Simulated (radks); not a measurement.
Polarisabilities and homonuclear dispersion coefficients (atomic units). Method: scalar-relativistic Kohn-Sham, PBE, spin-polarised, spherical densities, finite nucleus; open shells are filled with parallel spins first (spin-orbit coupling, left out, can overturn this in heavy ions); Fermi nuclear charge, rms radius of each element as measured or else 0.836 A^(1/3) + 0.57 fm; computed with a radial shooting solver on a logarithmic mesh with Libxc functionals. Response by self-consistent Sternheimer equations with the Hartree and adiabatic LDA kernel, the relativistic mass of each level held fixed and spin-orbit coupling left out. For heavy and open-shell atoms this level of theory can miss by tens of per cent. "Uncoupled" leaves out the induced potential. Quadrupole and octupole values are given only where no p, d or f shell is open.

species	configuration	alpha1 (bohr^3)	alpha1, uncoupled	alpha2 (bohr^5)	alpha3 (bohr^7)	C6	C8	recommended alpha1
Pd	[Kr] 4d10	31.46	50.83	650.0	6411	227.1	10330	26.14 +/- 0.1
Pd+	[Kr] 4d9	12.42	19.31	-	-	76.03	-	-
Pd2+	[Kr] 4d8	6.964	10.46	-	-	36.66	-	-
Pd3+	[Kr] 4d7	4.493	6.624	-	-	20.52	-	-
Pd4+	[Kr] 4d6	3.142	4.603	-	-	12.53	-	-
Pd5+	[Kr] 4d5	2.320	3.401	-	-	8.102	-	-
Pd6+	[Kr] 4d4	1.803	2.671	-	-	5.537	-	-

Recommended values: Schwerdtfeger and Nagle, table of static dipole polarisabilities (2023 update), measured or computed.
